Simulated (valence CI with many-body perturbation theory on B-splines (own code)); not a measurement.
Level structure of Mo³⁶⁺

Method: valence CI with perturbative core correlation (CI+MBPT): four valence electrons over a frozen Dirac-Fock core [He], a basis of 11 s, 11 p, 9 d, 7 f, 5 g, 2 h, 1 i functions for each j, with the one-electron correlation potential Σ1 (screened to all orders), the two-electron term Σ2, the three-electron term Σ3, Breit, model QED; selected single and double excitations, second order for the rest (own B-spline code, finite nucleus).

The last digits are not significant, and no measured levels were compared; by estimate large intervals hold to a few tenths of a per cent, small ones and those within an open d or f shell to about a per cent. Among the levels kept, up to 290 cm⁻¹ of a level comes from second order outside the variational space, and about a tenth of that is noise between levels of different J, which matters for small intervals.

Levels 1 to 45 of 108, with energies above the lowest level, (2s^2 2p1/2^2) J=0. "Leading %" is the weight of the configuration and term that name the level; weights of strongly mixed levels are sums over their largest components and can fall short. In the jj column 3d3/2^4 stands for four electrons in 3d with j = 3/2. Lifetimes count E1, E2, E3, M1 and M2 decay at the calculated energies, and are blank where another channel may lead or the interval is too uncertain; long ones can be off by a factor of two.

```tsv
No.	Configuration	Term	J	E (eV)	Leading %	g	Lifetime	Leading jj
1	2s2.2p2	3P	0	0.0	75			2s^2 2p1/2^2 (98 %)
2	2s2.2p2	3P	1	103.5	100	1.491	128 ns	2s^2 2p1/2 2p3/2 (100 %)
3	2s2.2p2	1D	2	115.8	57	1.201	104 μs	2s^2 2p1/2 2p3/2 (99 %)
4	2s2.2p2	3P	2	228.0	57	1.277	66.5 ns	2s^2 2p3/2^2 (98 %)
5	2s.2p3	5S°	2	229.8	54	1.711	193 ps	2s 2p1/2^2 2p3/2 (88 %)
6	2s2.2p2	1S	0	257.1	74		39.4 ns	2s^2 2p3/2^2 (97 %)
7	2s.2p3	3D°	1	278.2	47	0.991	6.49 ps	2s 2p1/2^2 2p3/2 (93 %)
8	2s.2p3	3D°	2	331.6	55	1.463	24.8 ps	2s 2p1/2 2p3/2^2 (90 %)
9	2s.2p3	3D°	3	355.8	100	1.322	28.8 ps	2s 2p1/2 2p3/2^2 (100 %)
10	2s.2p3	3P°	0	381.7	100		7.18 ps	2s 2p1/2 2p3/2^2 (100 %)
11	2s.2p3	3D°	1	390.8	35	1.272	4.40 ps	2s 2p1/2 2p3/2^2 (94 %)
12	2s.2p3	1D°	2	400.3	63	1.123	4.12 ps	2s 2p1/2 2p3/2^2 (90 %)
13	2s.2p3	3P°	1	406.9	34	1.454	3.34 ps	2s 2p1/2 2p3/2^2 (94 %)
14	2s.2p3	3P°	2	491.0	48	1.328	6.22 ps	2s 2p3/2^3 (91 %)
15	2s.2p3	1P°	1	532.0	50	1.241	2.42 ps	2s 2p3/2^3 (94 %)
16	2p4	3P	2	545.0	74	1.361	3.76 ps	2p1/2^2 2p3/2^2 (98 %)
17	2p4	1S	0	576.8	53		2.92 ps	2p1/2^2 2p3/2^2 (96 %)
18	2p4	3P	1	655.1	100	1.491	2.47 ps	2p1/2 2p3/2^3 (100 %)
19	2p4	1D	2	668.9	74	1.117	2.92 ps	2p1/2 2p3/2^3 (99 %)
20	2p4	3P	0	796.7	53		1.93 ps	2p3/2^4 (97 %)
21	2s2.2p.3s	3P°	0	2856.2	98		60.0 fs	2s^2 2p1/2 3s (98 %)
22	2s2.2p.3s	3P°	1	2858.3	68	1.336	46.9 fs	2s^2 2p1/2 3s (98 %)
23	2s2.2p.3p	3D	1	2896.9	72	0.663	3.97 ps	2s^2 2p1/2 3p1/2 (98 %)
24	2s2.2p.3p	3P	0	2917.2	72		903 fs	2s^2 2p1/2 3p1/2 (97 %)
25	2s2.2p.3p	3P	1	2936.0	41	1.501	573 fs	2s^2 2p1/2 3p3/2 (92 %)
26	2s2.2p.3p	3D	2	2939.2	59	1.168	2.42 ps	2s^2 2p1/2 3p3/2 (97 %)
27	2s.2p2.3s	5P	1	2972.9	61	2.187	70.7 fs	2s 2p1/2^2 3s (84 %)
28	2s2.2p.3s	3P°	2	2973.8	57	1.221	29.6 fs	2s^2 2p3/2 3s (57 %)
29	2s2.2p.3d	3F°	2	2975.3	49	1.018	47.2 fs	2s^2 2p1/2 3d3/2 (61 %)
30	2s2.2p.3s	1P°	1	2979.7	67	1.142	37.6 fs	2s^2 2p3/2 3s (97 %)
31	2s2.2p.3d	3D°	1	2988.7	52	0.828	4.85 fs	2s^2 2p1/2 3d3/2 (96 %)
32	2s.2p2.3s	3P	0	2988.8	77		61.7 fs	2s 2p1/2^2 3s (90 %)
33	2s2.2p.3d	3P°	2	2992.9	43	1.282	8.15 fs	2s^2 2p1/2 3d5/2 (94 %)
34	2s2.2p.3d	3F°	3	2993.5	53	1.112	8.70 fs	2s^2 2p1/2 3d5/2 (98 %)
35	2s.2p2.3p	5D°	0	3013.6	62		389 fs	2s 2p1/2^2 3p1/2 (91 %)
36	2s.2p2.3p	5D°	1	3015.1	34	1.537	83.3 fs	2s 2p1/2^2 3p1/2 (87 %)
37	2s2.2p.3p	3P	1	3023.4	53	1.421	910 fs	2s^2 2p3/2 3p1/2 (94 %)
38	2s2.2p.3p	3D	2	3026.1	38	1.205	1.36 ps	2s^2 2p3/2 3p1/2 (94 %)
39	2s2.2p.3p	3D	3	3048.8	93	1.332	1.72 ps	2s^2 2p3/2 3p3/2 (93 %)
40	2s2.2p.3p	1P	1	3049.9	46	1.416	1.70 ps	2s^2 2p3/2 3p3/2 (95 %)
41	2s.2p2.3p	5P°	2	3052.7	30	1.589	389 fs	2s 2p1/2^2 3p3/2 (88 %)
42	2s.2p2.3s	5P	2	3056.3	79	1.708	78.4 fs	2s 2p1/2 2p3/2 3s (86 %)
43	2s.2p2.3p	3D°	1	3057.3	42	1.050	18.1 fs	2s 2p1/2^2 3p3/2 (89 %)
44	2s2.2p.3p	3P	2	3065.1	47	1.344	321 fs	2s^2 2p3/2 3p3/2 (81 %)
45	2s.2p2.3s	3P	1	3073.5	74	1.581	43.9 fs	2s 2p1/2 2p3/2 3s (94 %)
```

The ionisation energy to 2s2.2p 2P°_1/2 of the next ion comes out as 5092.8 eV (NIST: 5084 ± 6 eV (semi-empirical)). All 108 levels together are meant to be complete up to 3245.0 eV.
